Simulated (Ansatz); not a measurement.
Ideal-gas functions of CH4O3Si, SMILES `O=C(O)O[SiH3]` at 800 K and 1 bar, from an Ansatz frequency run at PBE0-D4/def2-TZVP.

Molar mass 92.13 g/mol, point group Cs (symmetry number 1), electronic degeneracy 1, moments of inertia 46.885, 190.462, 231.306 u Å². Harmonic wavenumbers (cm⁻¹, unscaled): 115, 147, 182, 468, 586, 622, 700, 724, 826, 834, 943, 948, 955, 1077, 1229, 1448, 1822, 2264, 2275, 2277, 3831.

Use S(trans) = R[1.5 ln M + 2.5 ln T − 1.1517]; rotational temperatures θ = 24.2544 K / I; S(rot) = R[ln(√π/σ · √(T³/θAθBθC)) + 1.5]; for each mode x = 1.438777 ν̃/T, S = R[x/(eˣ − 1) − ln(1 − e⁻ˣ)] and H = RT x/(eˣ − 1); 1 cm⁻¹ = 0.0119627 kJ/mol; R = 8.31446 J/(mol·K).

Problem. By hand: the entropy, in J/(mol·K).

Solution. Translation 185.8. Rotation: θ = 0.5173, 0.1273, 0.1049 K, giving 121.3. Vibration, mode by mode: 21.43, 19.40, 17.64, 9.99, 8.25, 7.80, 6.93, 6.68, 5.75, 5.68, 4.85, 4.82, 4.77, 4.01, 3.23, 2.37, 1.39, 0.73, 0.72, 0.72, 0.07, in all 137.2. Electronic 0.0. Sum 444.3 J/(mol·K).

Problem. By hand: H − E and G − E in kJ/mol, counted from the electronic energy.

Solution. Zero-point energy ½ × 24273 × 0.0119627 = 145.2; thermal vibration 56.5; translation, rotation and pV give 4 RT = 26.6. H − E = 228.3 kJ/mol, and G − E = 228.3 − 800 × 444.3/1000 = -127.1 kJ/mol.

Vibration gives 31 % of the entropy, 40.8 J/(mol·K) of it from the modes under 150 cm⁻¹: soft modes count most, and the harmonic formula is weakest for them. The sum counts one conformer and one mirror image; others add a mixing term.
